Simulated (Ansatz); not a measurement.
```xyz
10

F     2.228    0.382    0.406
Si    0.722    0.105   -0.044
Si   -0.711    1.170    1.465
O     0.431    0.235   -1.643
Ge    0.243   -1.650   -1.399
H    -2.101    0.780    1.120
H    -0.553    2.644    1.363
H    -0.387    0.721    2.843
H     1.303   -2.338   -2.273
H    -1.175   -2.049   -1.838
```

Charge 0, multiplicity 1.

List the ωB97M-V/def2-TZVPP orbital energies in eV (Ansatz). (Best estimate.)

Computed: Occupied: -10866.95, -1808.49, -1807.32, -1362.78, -1210.54, -1210.49, -1210.48, -677.76, -525.84, -174.56, -149.38, -148.45, -123.90, -123.76, -123.74, -103.54, -103.51, -103.46, -102.56, -102.54, -102.54, -36.73, -36.61, -36.60, -36.51, -36.48, -36.29, -29.77, -18.83, -18.12, -17.52, -15.53, -15.42, -14.82, -13.25, -13.02, -12.61, -12.55, -11.63, -10.98, -8.94. Lowest empty: 0.43, 1.05, 1.55, 2.32, 2.67, 2.81, 3.13, 3.56.
